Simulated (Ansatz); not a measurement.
Molecule (SMILES): [AlH] (AlH) (closed-shell singlet).
Geometry (B3LYP-D3(BJ)/def2-TZVP, fixed):
```
Al
H 1 1.6619
```

Basis-set convergence of the dipole moment at MP2 with Ansatz (a program for electronic structure). Dipoles come from the density behind the forces; the sign is taken along the dipole that this method gives in the largest set. The reference of a correlated method is not its basis-set limit, which lies further on. Cartesian d functions, on some or all atoms, in 6-31G*, 6-31G**; all else is spherical. Cores are frozen. A restricted Hartree-Fock determinant is unstable towards unrestricted orbitals. No added dispersion term, no relativity. Reference: the value in aug-cc-pV(5+d)Z, 0.103 D, itself unsure by roughly 0.012 D (its mean distance from aug-pcseg-3, aug-cc-pV(Q+d)Z, def2-QZVPPD).

| basis | functions | dipole moment (D) |
|---|---|---|
| 6-31G* | 21 | ___ |
| 6-31G** | 24 | ___ |
| def2-TZVPP | 56 | ___ |
| 6-311++G(3df,3pd) | 65 | 0.123 |
| aug-pcseg-2 | 73 | ___ |
| aug-cc-pV(T+d)Z | 78 | 0.121 |
| pcseg-3 | 97 | 0.147 |
| def2-QZVPPD | 109 | 0.109 |
| pcseg-4 | 166 | 0.120 |

**Question.** Complete the blanks.

**Answer.** 
- 6-31G*, dipole moment (D): -0.334
- 6-31G**, dipole moment (D): -0.259
- def2-TZVPP, dipole moment (D): 0.099
- aug-pcseg-2, dipole moment (D): 0.156
